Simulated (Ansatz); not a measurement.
C3HN, SMILES `[C-]#[N+]C#C` (charge 0, multiplicity 1).

Method: HSE06/cc-pVTZ // B3LYP-D3(BJ)/def2-TZVP in Ansatz (a first-principles code).

Ansatz 0.2 input:
```yaml
crystal:
  periodic: [false, false, false]
  atoms:
    - { symbol: C, position_ang: [2.401574, -0.229036, 0.02577] }
    - { symbol: N, position_ang: [1.232426, -0.098207, 0.013232] }
    - { symbol: C, position_ang: [-0.064839, 0.046952, -0.000695] }
    - { symbol: C, position_ang: [-1.256801, 0.180324, -0.013492] }
    - { symbol: H, position_ang: [-2.31236, 0.298447, -0.024816] }
basis:
  gaussian: { orbitals: cc-pVTZ }
hamiltonian:
  xc: hse06
```

Output:

```
Functional definition: HSE06
757 factors; their error is unknown
57 factors; integrals over basis functions are off by at most 1.1e-5 eV
mean field evaluation 1: about -4604.5883 eV, gradient 4.6e1 eV
mean field evaluation 2: about -4600.7679 eV, gradient 5.8e1 eV
mean field evaluation 4: about -4608.8777 eV, gradient 2.2e0 eV
mean field evaluation 8: about -4608.8895 eV, gradient 1.6e-1 eV
mean field -4608.88950202 eV, -169.3735651818 hartree, gradient 6.9e-5 eV, S^2 0.000000; 0 other end points of the search recorded, 0 dependent functions left out
reference -4608.88953176 eV, -169.3735662745 hartree; 13, 13 occupied and 121, 121 virtual orbitals, 757 factors
Total energy: -4608.88953176 eV, -169.3735662745 hartree
```
